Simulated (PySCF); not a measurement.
GeH7NSSi, SMILES N[SiH2][S][GeH3].

Coordinates come from a PBE-D3(BJ)/def2-SVP optimisation. This is a generated structure with no PubChem entry under its InChIKey; it may be hypothetical. One conformer was computed; it need not be the lowest.

All values below come from PBE-D3(BJ)/def2-SVP (PySCF 2.14.0).

Frequencies are harmonic and unscaled.

```csv
mode,ν (cm⁻¹),IR (km/mol),moving atoms (share of kinetic energy)
1,55,0.7,"N 40 %, H 27 %, S 14 %, Ge 13 %"
2,103,0.5,"Si 27 %, H 25 %, Ge 22 %, S 14 %, N 12 %"
3,119,0.1,H 91 %
4,203,9.6,"H 39 %, N 25 %, S 17 %, Si 16 %"
5,272,36.3,"H 78 %, Si 12 %"
6,385,29.6,"S 55 %, Ge 25 %, H 17 %"
7,400,176.0,"H 59 %, N 22 %, S 15 %"
8,467,130.8,"Si 43 %, S 35 %, H 19 %"
9,513,31.1,"H 79 %, Si 13 %"
10,552,15.1,H 92 %
11,558,11.0,H 86 %
12,715,0.3,H 96 %
13,795,244.0,H 90 %
14,822,11.5,"H 50 %, N 38 %, Si 12 %"
15,839,20.4,H 95 %
16,852,8.8,H 98 %
17,856,130.9,"H 71 %, Si 16 %, N 13 %"
18,880,137.9,H 87 %
19,896,86.8,"H 83 %, Si 10 %"
20,1490,28.3,"H 90 %, N 10 %"
21,2062,67.5,H 99 %
22,2075,106.9,H 99 %
23,2101,106.5,H 99 %
24,2170,97.5,H 98 %
25,2184,113.5,H 96 %
26,3492,25.1,H 96 %
27,3590,27.9,"H 91 %, N 9 %"
```
